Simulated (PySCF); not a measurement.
Simulation results for AlBH$_{4}$N$_{2}$

All values are calculated (PySCF 2.14.0). Calculation on a computer-drawn molecule: the log of a Hartree-Fock and frozen-core CCSD(T) single point meant for a local Hartree-Fock minimum, with one planted fault or none, to be diagnosed. Offsets are logged minus clean, where the clean run is the same molecule without the fault. The reference is restricted for singlets and unrestricted otherwise, and also for a bond in bohr or an excited solution. Adding or removing an electron swaps singlet and doublet. The excited solution moves the top pair (singlet) or top alpha electron (doublet) to the lowest empty orbital. Highest occupied and lowest empty are orbital energies over both spins, largest force is the largest gradient component, triples share is (T) over the correlation energy, the T1 limit is 0.02 restricted and 0.045 unrestricted, electrons count all cores, a negative frequency is imaginary (commonest isotopes), and the dipole is about the centre of nuclear charge.

```json
{"formula": "AlBH4N2", "logged_structure": {"atoms_angstrom": [["N", -0.573, -0.7496, 2.3831], ["B", -0.6548, 0.2036, 1.6053], ["Al", -0.7917, 1.8378, 0.2687], ["N", -2.0935, 3.0014, 0.4983], ["H", -0.5046, -1.5129, 3.003], ["H", 0.2177, 2.0599, -0.9216], ["H", -2.2508, 3.8093, -0.0752], ["H", -2.7907, 2.961, 1.2184]]}, "given": {"meant_charge": 0, "meant_multiplicity": 1, "meant_basis": "cc-pV(D+d)Z", "logged_electrons": 37, "logged_basis_functions": 85, "logged_SCF_converged": "yes", "logged_spin_squared": 0.7663, "logged_highest_occupied [eV]": 0.86527, "logged_lowest_empty [eV]": 7.7829, "logged_largest_force [hartree/bohr]": 0.035069, "logged_T1_diagnostic": 0.016321, "logged_D1_diagnostic": 0.047117, "logged_triples_share": 0.031019, "logged_CC_converged": "yes", "logged_dipole_magnitude [debye]": 3.0059, "logged_SCF_stable_within_its_kind": "yes", "logged_energy_HF [hartree]": -377.83769, "logged_energy_CCSD(T) [hartree]": -378.37325, "possible_faults": "no fault, one electron removed, one electron added, multiplicity raised by two, geometry at a saddle point, SCF held on an excited solution, minimal basis STO-3G, one bond length entered in bohr, all coordinates scaled", "drawn_bonds_atom": [1, 2, 3, 1, 3, 4, 4], "drawn_bonds_other_atom": [2, 3, 4, 5, 6, 7, 8], "drawn_bonds_order": [2, 1, 1, 1, 1, 1, 1]}, "results": {"planted_fault": "one electron added", "HF_energy_offset_from_clean_run [kcal/mol]": 30.29, "CCSD(T)_energy_offset_from_clean_run [kcal/mol]": 25.55}, "notes": ["highest electron not bound in this basis"]}
```
